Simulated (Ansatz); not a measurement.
`C[O][W](=[O])([OH])=[S]` → `[CH2]` (triplet) + `[O]=[W]([OH])([OH])=[S]`  (formal loss of a carbene)

Gas-phase electronic energies from Ansatz, PBE0-D4/def2-TZVP geometries. CCSD(T)/CBS adds triple-zeta CCSD(T) − MP2 to the extrapolated MP2 energy (def2 sets, frozen cores). This one scheme is used for every species. Functionals use def2-TZVPP. Triplets are unrestricted, without spin–orbit coupling. def2 core potentials past Kr. For W outer-core shells are correlated without core-valence functions, which leaves a few kJ/mol of doubt a bond. One conformer a species, not always the lowest.

| species | PBE0-D4 energy (Eh) |
| --- | --- |
| `C[O][W](=[O])([OH])=[S]` | -731.37046 |
| `[CH2]` (triplet) | -39.11641 |
| `[O]=[W]([OH])([OH])=[S]` | -692.10530 |

Problem. Work out ΔE.

Solution. ΔE = (-39.11641) + (-692.10530) − (-731.37046) = 0.14875 Eh = +4.05 eV. CCSD(T)/CBS gives +4.07 eV.

Problem. What do rigid-rotor, harmonic-oscillator terms from PBE0-D4/def2-TZVP frequencies (298.15 K, 1 bar) make of the CCSD(T)/CBS value? (Best estimate.)

Solution. Ansatz gave: ΔZPE = -0.31 eV, ΔH = +3.82 eV, ΔS = 145 J/(mol·K), ΔG = +3.37 eV. Open shells count their whole term as degenerate. Modes under 50 cm⁻¹ make the entropy rough.

Largest T1 diagnostic among the species: 0.023, so the coupled-cluster value is less sure than usual.

Leaving LDA and LC-ωPBE aside and taking each functional with its dispersion term where it has one, the values, not all of them listed here, spread over 0.42 eV, from r2SCAN0-D4 to ωB97X-V. LDA lies +0.73 eV from PBE without D4. The D4 term adds +0.11 eV with B3LYP and +0.06 eV with PBE0; it sums over pairs of atoms, weighted by their polarisabilities, and B3LYP, whose exchange is more repulsive, gets the larger term. At CCSD(T), def2-SVP lies −0.03 eV from the extrapolated value and def2-TZVPP −0.08 eV.

B3LYP here is the variant with VWN-RPA as its local correlation; programs differ in this.
